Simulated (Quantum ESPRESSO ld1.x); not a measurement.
Input (ld1.x (Quantum ESPRESSO 7.5)):

```
 &input
    atom='Nd',
    iswitch=1,
    rel=1,
    lsd=1,
    dft='PW',
    config='[Xe] 4f4',
    verbosity='high',
    prefix='ld1',
    max_out_wfc=37,
    file_charge='ld1.rho',
 /
```

Command: `OMP_NUM_THREADS=1 ld1.x < ld1.in > ld1.out`

Standard output:

```
     Program LD1 v.7.5 starts

     --------------------------- All-electron run ----------------------------

     scalar relativistic calculation

     atomic number is 60.00
     dft =PW   lsd =1 sic =0 latt =0  beta=0.20 tr2=1.0E-14
     Exchange-correlation= PW
                           (   1   4   0   0   0   0   0)
     mesh =2089 r(mesh) = 100.44953 a.u. xmin = -8.00 dx = 0.00800
     1 Ry =  13.60569312 eV, c = 137.03599908

     n l     nl                  e(Ry)          e(Ha)          e(eV)
     1 0     1S 1( 1.00)   -3187.857688514   -1593.928844257 -43373.0134297
     2 0     2S 1( 1.00)    -516.459794464    -258.229897232  -7026.7934738
     2 1     2P 1( 3.00)    -461.998044274    -230.999022137  -6285.8036138
     3 0     3S 1( 1.00)    -112.755622238     -56.377811119  -1534.1183941
     3 1     3P 1( 3.00)     -95.578894127     -47.789447063  -1300.4171025
     4 0     4S 1( 1.00)     -23.215416998     -11.607708499   -315.8618394
     4 1     4P 1( 3.00)     -17.587685058      -8.793842529   -239.2926456
     3 2     3D 1( 5.00)     -71.683897490     -35.841948745   -975.3091111
     5 0     5S 1( 1.00)      -3.992254133      -1.996127066    -54.3173846
     5 1     5P 1( 3.00)      -2.622260240      -1.311130120    -35.6776681
     4 2     4D 1( 5.00)      -9.586968917      -4.793484459   -130.4373571
     4 3     4F 1( 4.00)      -1.155248605      -0.577624302    -15.7179580
     1 0     1S 2( 1.00)   -3187.857780367   -1593.928890183 -43373.0146794
     2 0     2S 2( 1.00)    -516.457518290    -258.228759145  -7026.7625049
     2 1     2P 2( 3.00)    -461.996529043    -230.998264521  -6285.7829980
     3 0     3S 2( 1.00)    -112.673533330     -56.336766665  -1533.0015176
     3 1     3P 2( 3.00)     -95.497522536     -47.748761268  -1299.3099856
     4 0     4S 2( 1.00)     -23.005719355     -11.502859678   -313.0087576
     4 1     4P 2( 3.00)     -17.377464813      -8.688732407   -236.4324535
     3 2     3D 2( 5.00)     -71.619918804     -35.809959402   -974.4386367
     5 0     5S 2( 1.00)      -3.862835089      -1.931417545    -52.5565488
     5 1     5P 2( 3.00)      -2.521389081      -1.260694541    -34.3052461
     4 2     4D 2( 5.00)      -9.377654013      -4.688827006   -127.5894827
     4 3     4F 2( 0.00)      -0.976727806      -0.488363903    -13.2890588

     final scf error:  4.3E-15 reached in  29 iterations

     Etot =  -19233.127251 Ry,   -9616.563625 Ha, -261680.027170 eV
     Total magnetization:    4.00 Bohr mag.

     Ekin =   20466.271249 Ry,   10233.135625 Ha,  278457.805988 eV
     Encl =  -46673.345490 Ry,  -23336.672745 Ha, -635023.215760 eV
     Eh   =    7404.034470 Ry,    3702.017235 Ha,  100737.020874 eV
     Exc  =    -430.087480 Ry,    -215.043740 Ha,   -5851.638272 eV

     normalization and overlap integrals

     s(1S/1S) =  1.000000  <r> =   0.0236  <r2> =    0.0008  r(max) =   0.0151
     s(1S/2S) = -0.019798
     s(1S/3S) = -0.008509
     s(1S/4S) = -0.004067
     s(1S/5S) = -0.001680
     s(2S/2S) =  1.000000  <r> =   0.1010  <r2> =    0.0120  r(max) =   0.0852
     s(2S/3S) = -0.005310
     s(2S/4S) = -0.002432
     s(2S/5S) = -0.000996
     s(2P/2P) =  1.000000  <r> =   0.0888  <r2> =    0.0096  r(max) =   0.0687
     s(2P/3P) = -0.004301
     s(2P/4P) = -0.001861
     s(2P/5P) = -0.000685
     s(3S/3S) =  1.000000  <r> =   0.2667  <r2> =    0.0813  r(max) =   0.2431
     s(3S/4S) = -0.001692
     s(3S/5S) = -0.000673
     s(3P/3P) =  1.000000  <r> =   0.2648  <r2> =    0.0813  r(max) =   0.2392
     s(3P/4P) = -0.001445
     s(3P/5P) = -0.000516
     s(4S/4S) =  1.000000  <r> =   0.6078  <r2> =    0.4171  r(max) =   0.5631
     s(4S/5S) = -0.000450
     s(4P/4P) =  1.000000  <r> =   0.6438  <r2> =    0.4716  r(max) =   0.5908
     s(4P/5P) = -0.000349
     s(3D/3D) =  1.000000  <r> =   0.2419  <r2> =    0.0689  r(max) =   0.1959
     s(3D/4D) = -0.001030
     s(5S/5S) =  1.000000  <r> =   1.4636  <r2> =    2.4087  r(max) =   1.3148
     s(5P/5P) =  1.000000  <r> =   1.7047  <r2> =    3.2920  r(max) =   1.4943
     s(4D/4D) =  1.000000  <r> =   0.7079  <r2> =    0.5818  r(max) =   0.6198
     s(4F/4F) =  1.000000  <r> =   1.0654  <r2> =    1.5237  r(max) =   0.6608
     s(1S/1S) =  1.000000  <r> =   0.0236  <r2> =    0.0008  r(max) =   0.0151
     s(1S/2S) = -0.019799
     s(1S/3S) = -0.008514
     s(1S/4S) = -0.004068
     s(1S/5S) = -0.001656
     s(2S/2S) =  1.000000  <r> =   0.1010  <r2> =    0.0120  r(max) =   0.0852
     s(2S/3S) = -0.005313
     s(2S/4S) = -0.002432
     s(2S/5S) = -0.000982
     s(2P/2P) =  1.000000  <r> =   0.0888  <r2> =    0.0096  r(max) =   0.0687
     s(2P/3P) = -0.004303
     s(2P/4P) = -0.001861
     s(2P/5P) = -0.000670
     s(3S/3S) =  1.000000  <r> =   0.2666  <r2> =    0.0812  r(max) =   0.2431
     s(3S/4S) = -0.001693
     s(3S/5S) = -0.000663
     s(3P/3P) =  1.000000  <r> =   0.2647  <r2> =    0.0812  r(max) =   0.2392
     s(3P/4P) = -0.001446
     s(3P/5P) = -0.000506
     s(4S/4S) =  1.000000  <r> =   0.6077  <r2> =    0.4169  r(max) =   0.5631
     s(4S/5S) = -0.000444
     s(4P/4P) =  1.000000  <r> =   0.6437  <r2> =    0.4714  r(max) =   0.5908
     s(4P/5P) = -0.000341
     s(3D/3D) =  1.000000  <r> =   0.2418  <r2> =    0.0688  r(max) =   0.1959
     s(3D/4D) = -0.001030
     s(5S/5S) =  1.000000  <r> =   1.4779  <r2> =    2.4572  r(max) =   1.3253
     s(5P/5P) =  1.000000  <r> =   1.7291  <r2> =    3.3892  r(max) =   1.5063
     s(4D/4D) =  1.000000  <r> =   0.7082  <r2> =    0.5826  r(max) =   0.6198
     s(4F/4F) =  1.000000  <r> =   1.1214  <r2> =    1.7333  r(max) =   0.6661

     ------------------------ End of All-electron run ------------------------
```

Run on one thread of a shared host, so times are rough (Intel(R) Xeon(R) Processor @ 2.60GHz): 0.82 s of CPU time, 0.85 s wall, 29 iterations on 2089 mesh points.
